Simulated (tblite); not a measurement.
Computed with GFN2-xTB (tblite): harmonic, unscaled wavenumbers at the GFN2-xTB geometry, gas phase. The method is semi-empirical: single wavenumbers can be off by several per cent or more. Modes of hydrogen on silicon can be 10 to 20 % off. One conformer each. Thermal functions are those of the rigid rotor and harmonic oscillator, without mixing of conformers.

Problem. Order these by their heat capacity Cp at 298.15 K, highest first (cal/(mol K)).
A. `c1(O)c(cccc1)B(F)F`
B. `CC(=O)O[SiH2]C(C)=C(C)C`
C. `CC(=O)[C@@](C)(C=O)CC[SiH3]`
D. `[SiH3]C[C@@H]1C[SiH2][Si@H]1C#C`

Solution. B (51.2), C (50.4), D (49.0), A (34.5).

```json
{"SMILES": "CC(=O)O[SiH2]C(C)=C(C)C", "atoms": "24", "mass (u)": "158.08", "symmetry number": "1", "modes under 300 cm⁻¹": "12", "ZPE (kcal/mol)": "120.2", "S translation (cal/(mol K))": "41.1", "S rotation": "30.4", "S vibration": "51.6", "S": "123.2", "Cp": "51.2"}
{"SMILES": "CC(=O)[C@@](C)(C=O)CC[SiH3]", "atoms": "24", "mass (u)": "158.08", "symmetry number": "1", "modes under 300 cm⁻¹": "12", "ZPE (kcal/mol)": "118.8", "S translation (cal/(mol K))": "41.1", "S rotation": "30.6", "S vibration": "42.9", "S": "114.6", "Cp": "50.4"}
{"SMILES": "C#C[Si@@H]1[SiH2]C[C@H]1C[SiH3]", "atoms": "20", "mass (u)": "156.02", "symmetry number": "1", "modes under 300 cm⁻¹": "9", "ZPE (kcal/mol)": "87.0", "S translation (cal/(mol K))": "41.1", "S rotation": "30.7", "S vibration": "39.2", "S": "111.0", "Cp": "49.0"}
{"SMILES": "Oc1ccccc1B(F)F", "atoms": "15", "mass (u)": "142.04", "symmetry number": "1", "modes under 300 cm⁻¹": "5", "ZPE (kcal/mol)": "63.4", "S translation (cal/(mol K))": "40.8", "S rotation": "29.6", "S vibration": "21.7", "S": "92.0", "Cp": "34.5"}
```

Entropies and Cp are for 298.15 K and 1 bar.
